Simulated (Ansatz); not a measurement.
C2H7ClSi2 (`[SiH3]C1(Cl)C[SiH2]1`), charge 0, multiplicity 1.

**Question.** Give a relaxed structure at PBE0-D4/def2-TZVP (Ansatz 0.2.0). (An estimate is asked.)

**Answer.** The calculation gave: 
Z-matrix (Å, degrees):
```
Si
C 1 1.862
H 1 1.490 2 107.6
H 1 1.483 2 110.2 3 -119.4
H 1 1.487 2 110.7 3 119.0
Cl 2 1.777 1 111.5 3 178.6
C 2 1.543 1 118.6 3 -44.1
Si 2 1.864 1 121.0 3 32.1
H 7 1.086 2 114.7 1 -136.8
H 7 1.086 2 116.4 1 -2.2
H 8 1.477 2 118.8 1 -2.6
H 8 1.475 2 117.5 1 145.6
```
This is one stationary point; other conformers may exist.
